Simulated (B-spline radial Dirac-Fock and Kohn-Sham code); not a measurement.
Z = 38 (strontium), transition energy 50 keV. Level of theory: a Dirac-Hartree-Slater potential of the neutral atom with a Latter tail (no hole, which puts coefficients of high multipoles low close above an edge), finite nucleus with surface currents; a radial atomic solver. Subshells that would emit electrons below 1 keV are left out.

Question: A pure transition shows α(K) = 1090, L1/L2 = 0.0349 and L1/L3 = 0.0249. What is its multipolarity?
A. M2
B. E4
C. M3
D. M4
E. M1
F. E3
G. E1
H. E2

Answer: B. For comparison, α(K), L1/L2, L1/L3 are E1 0.678, 9.29, 5.61; E2 9.34, 1.02, 0.676; E3 103, 0.162, 0.113; M1 1.02, 16.0, 46.5; M2 18.9, 9.57, 5.51; M3 261, 6.24, 1.30; M4 3440, 4.52, 0.582.

Values without a named source are computed, but for edge energies of neutral atoms, which are taken from tables.
